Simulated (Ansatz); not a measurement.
A small benchmark: atomisation enthalpy at 298 K

6 molecules holding an element past argon; the atomisation enthalpy at 298 K in kJ/mol, computed less measured. Shapes, held fixed at every level: PBE0-D4/def2-TZVP. Thermal terms are harmonic and unscaled (PBE0-D4/def2-TZVP); the spin-orbit lowering of the free atoms is taken from their spectra. Programs: Ansatz 0.2.0. Measured values: Active Thermochemical Tables, CRC Handbook of Chemistry and Physics, NIST-JANAF tables.

Levels: A = SPW92/def2-TZVPP; B = PBE0-D4/def2-TZVPP; C = B2PLYP/def2-TZVPP; D = CCSDTQ/STO-3G.

```
                molecule  from tabulated heats     A    B    C     D
IBr (iodine monobromide)                   178   +70   -7  -25   -28
             I2 (iodine)                   151   +59  -11  -29   -28
H2Se (hydrogen selenide)                   633  +114   +1   +4   +41
    CH3I (methyl iodide)                  1463  +198   -4  -22   +89
          GeH4 (germane)                  1153  +142  -10   +5  +421
  SiH3I (SMILES [SiH3]I)                  1213  +131  -14  -16  +254
```

Task: Sum up the errors.

Result: 
```csv
level,kind,mean error,mean absolute error,worst case
SPW92/def2-TZVPP,LDA,+119.0,119.0,CH3I
PBE0-D4/def2-TZVPP,global hybrid,-7.5,7.8,SiH3I
B2PLYP/def2-TZVPP,double hybrid,-13.8,16.8,I2
CCSDTQ/STO-3G,coupled cluster or CI,+124.8,143.5,GeH4
```

On this set PBE0-D4/def2-TZVPP has the smallest mean absolute error and CCSDTQ/STO-3G the largest. Without GeH4 the largest would be that of SPW92/def2-TZVPP. SPW92/def2-TZVPP is too high in 6 of 6; PBE0-D4/def2-TZVPP is too low in 5 of 6; B2PLYP/def2-TZVPP is too low in 4 of 6; CCSDTQ/STO-3G is too high in 4 of 6. The heats of H2Se (hydrogen selenide) come from older tables and can be uncertain by 10 kJ/mol or more. The molecules' own spin-orbit lowering is left out, so errors for iodides read a little too negative. Heats of the atoms come from ATcT where it has them. The levels differ in basis as well as in method. With so many references in doubt the order of the levels isn't settled. The tabulated value of SiH3I is in doubt (older tables, estimates, or at odds with other calculations) and kept here. Over the 5 molecules whose values aren't doubted the mean absolute errors are A 116.6; B 6.6; C 17.0; D 121.4. For SPW92/def2-TZVPP the error tends to grow with the atomisation enthalpy. Correlated wave functions converge slowly with the basis. For atoms past krypton def2 sets carry core potentials with scalar relativity. All-electron rows are non-relativistic unless named. Relativity is left out for Br, Ge, Se. Outer-core shells of Br, Ge, I, Se are correlated, in sets that cover them unevenly. The set is small.
